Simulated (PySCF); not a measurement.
An unknown is described by computed data only.

Formula: C5H4O2S.

* NMR, other nuclei: isotropic shieldings of nuclei other than C and H, by class: -120 (1 O), 98 (1 O), 301 (1 S) ppm [GIAO PBE0/pcSseg-1]
* 1H NMR: chemical shifts (computed TMS as zero) by class: 8.18 (1 H), 8.13 (1 H), 7.03 (1 H), 6.73 (1 H) ppm [GIAO PBE0/pcSseg-1]
* Rotational structure: rotational constants A, B, C: 4.256, 1.285, 0.987 GHz [GFN2-xTB]
* 13C NMR: chemical shifts (computed TMS as zero) by class: 164.0 (1 C), 160.6 (1 C), 130.2 (1 C), 123.1 (1 C), 119.9 (1 C) ppm [GIAO PBE0/pcSseg-1]
* Dipole: 1.35 D [wB97X-D/def2-SVPD]
* UV, first state: lowest singlet excitation: 5.37 eV (231 nm, f = 0.219) [TDDFT wB97X-D/def2-SVPD]
* Polarisability: 80.8 au [wB97X-D/def2-SVPD]

Gas-phase values; electronic properties from PySCF, density fitting. Levels stand in brackets. Geometry: GFN2-xTB, one conformer, isolated molecule. NMR values are class means; diastereotopic atoms form classes of their own.

Question: Propose a structure and show how it fits.

Answer: Numbering: `[O:1]=[CH:2][O:3][c:4]1[cH:5][cH:6][cH:7][s:8]1`. Its formula, C5H4O2S, gives 4 degrees of unsaturation: 1 ring and 3 π bonds in the structure found (Kekulé form). 5 carbons fall into 5 classes; from least to most shielded: aromatic carbon bearing oxygen [C4] (164.0 ppm), ester carbonyl carbon [C2] (160.6 ppm), aromatic CH carbon [C6] (130.2 ppm), aromatic CH next to a ring sulfur [C7] (123.1 ppm), aromatic CH carbon [C5] (119.9 ppm). Hydrogen classes from least to most shielded: 1 H on an ester carbonyl carbon, C2 (8.18 ppm), 1 H on an aromatic CH carbon, C5 (8.13 ppm), 1 H on an aromatic CH carbon, C6 (7.03 ppm), 1 H on an aromatic CH next to a ring sulfur, C7 (6.73 ppm). The other shieldings belong to: -120 ppm, ester carbonyl oxygen [O1]; 98 ppm, ester single-bonded oxygen [O3]; 301 ppm, thiophene-type sulfur [S8]. The optimised geometry has point group Cs and is an asymmetric top. Structure: `O(C=O)c1sccc1`. Computed isomers that give other values at the same levels: `O=C(O)c1cccs1` (rotational constant A: 3.763 GHz; this holds for the one conformer computed); `O=C(O)c1ccsc1` (rotational constant A: 4.516 GHz; this holds for the one conformer computed); `O=c1ccsc(O)c1` (13C chemical shifts (computed TMS as zero) by class: 182.0 (1 C), 173.4 (1 C), 136.9 (1 C), 136.2 (1 C), 114.3 (1 C) ppm). The assignments are read from this structure; whether some other isomer fits the data as well wasn't checked.

Conformer computed: `[O:1]=[CH:2][O:3][c:4]1[cH:5][cH:6][cH:7][s:8]1`: O1–C2–O3–C4 0°, C2–O3–C4–C5 0°.
